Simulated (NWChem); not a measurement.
HgBr2; SMILES [Hg]([Br])[Br]

Results from NWChem. All runs use the structure optimised with PBE0/def2-SVP. def2 effective core potentials on Hg; no spin-orbit coupling. Level TPSS/def2-SVP: energy and gradient; each run changes one setting, and changes count from the defaults (medium grid, exact Coulomb integrals, symmetry on).

Task: Which setting moves the energy most, and by about how much (defaults; extra-fine grid; coarse grid; symmetry off; Coulomb fitting, Weigend set)?

Result: Coulomb fitting, Weigend set, by about 200 μHa.
```csv
setting,size of the energy change (μHa),largest change of a gradient component (μHa/bohr)
defaults,< 10,< 30
"Coulomb fitting, Weigend set",200,< 30
extra-fine grid,< 10,< 30
coarse grid,< 10,< 30
symmetry off,< 10,other frame
```
